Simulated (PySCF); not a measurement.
Compound: C₃H₈BP.
Geometry (PBE0-D3(BJ)/def2-SVP, Å), atoms numbered from 1 in this order:
```
atom  x, y, z in Å
C1     1.993   -0.364    0.944
C2     1.275   -0.251   -0.176
C3     0.269    0.812   -0.471
B4    -1.244    0.388   -0.536
P5    -1.826   -1.395   -0.417
H6     2.692   -1.191    1.092
H7     1.909    0.369    1.753
H8     1.401   -1.016   -0.953
H9     0.331    1.640    0.260
H10    0.483    1.296   -1.446
H11   -2.072    1.226   -0.821
H12   -1.031   -1.914    0.639
H13   -3.072   -1.271    0.252
```

Linear response at PBE0/def2-SVPD (PySCF, frozen core in the response, non-relativistic). One conformer (not necessarily the lowest) at the PBE0-D3(BJ)/def2-SVP geometry, without solvent, vibrations or thermal averaging.

Static isotropic polarisability: 80.74 au (11.96 Å³), principal values 65.5, 82.2, 94.5 au.

(1) What is the polarisability at 1064 nm and at the sodium D line?

(2) What is the isotropic C6 coefficient between two such molecules, C6 = (3/π)∫α(iω)² dω?

(3) Which effective excitation energy ω̄ makes London's formula C6 = (3/4)α²ω̄ exact here?

(4) What does −C6/R⁶ come to at R = 10 Å between centres?

(5) How many electrons N does the Slater–Kirkwood formula C6 = (3/4)·√N·α^(3/2) need to give this C6?

(6) What three-body coefficient follows from the one-pole estimate C9 = (3/4)·α·C6?

(7) The lowest 6 singlets have (eV, f): 4.75, 0.028; 5.02, 0.061; 6.24, 0.045; 6.32, 0.017; 6.72, 0.025; 6.73, 0.027. What share of the static polarisability do they carry in the sum over states α = Σ f/ω²?

## Answers

(1) 81.75 au at 1064 nm (+1.2 %), 84.22 au at 589.3 nm (+4.3 %). The rise at 589.3 nm is 3.45 times that at 1064 nm; a pure ω² law gives 3.26. The lowest singlet lies at 261 nm, shorter than both wavelengths.

(2) 2272 au (Eh·bohr⁶) by a ten-point quadrature over imaginary frequencies, which is 1360 eV·Å⁶ or 131 J·nm⁶/mol.

(3) ω̄ = 4·C6/(3α²) = 0.465 Eh = 12.6 eV. A one-pole form α(ω) = α/(1 − ω²/ω̄²) fitted to the 1064 nm value gives 10.5 eV.

(4) -130 J/mol. This is the leading, orientation-averaged term; C8 and higher terms are left out.

(5) N = (4·C6/3)²/α³ = 17.4; the species has 46 electrons in all.

(6) 138000 au. This is an estimate from the two numbers above, not a computed integral.

(7) 4.74 au, 5.9 % of α; the largest term, 1.80 au, is that of the state at 5.02 eV. Their oscillator strengths add up to 0.20. Higher states carry the rest.

On one thread of an Intel Xeon at 2.60 GHz, no GPU (shared host), this took 16 s and 0.73 GiB of memory at its peak. This is the whole response run at PBE0/def2-SVPD, SCF included.
